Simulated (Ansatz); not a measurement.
## Appearance energy of a fragment ion: C2ClF5 → [CF3]+ + CClF2 + e⁻

Species: C2ClF5 (chloropentafluoroethane) `FC(F)(F)C(F)(F)Cl`, singlet; [CF3]+ `F[C+](F)F`, singlet; CClF2 (chlorodifluoromethyl radical) `F[C](F)Cl`, doublet. 

Shapes, held fixed at every level: PBE0-D4/def2-TZVP. Programs: Ansatz 0.2.0. Electronic energies: no zero-point or thermal term.

| level | kind | ΔE (eV) | CPU time (sum over the molecules) |
| --- | --- | --- | --- |
| HF/def2-TZVPP | Hartree–Fock | +11.60 | – |
| BHLYP-D4/def2-TZVPP | global hybrid | +12.95 | 19 s |
| PBE0-D4/def2-TZVPP | global hybrid | +12.87 | 21 s |
| r2SCAN0-D4/def2-TZVPP | global hybrid | +12.90 | 28 s |
| wB97M-V/def2-TZVPP | range-separated hybrid | +13.01 | 59 s |
| wB97X-V/def2-TZVPP | range-separated hybrid | +13.03 | 38 s |
| B2PLYP/def2-TZVPP | double hybrid | +12.78 | 32 s |
| MP2/def2-TZVPP | perturbation theory | +13.00 | – |

MP2/def2-TZVPP gives ΔE = +13.00 eV; the levels span +11.60 to +13.03. The median of the levels is +12.93. No measured value is set beside it here. Open shells run unrestricted unless RO is named. The onset seen in experiment also holds zero-point changes and kinetic shifts. Times are processor times on shared x86 and Arm servers, and rough.
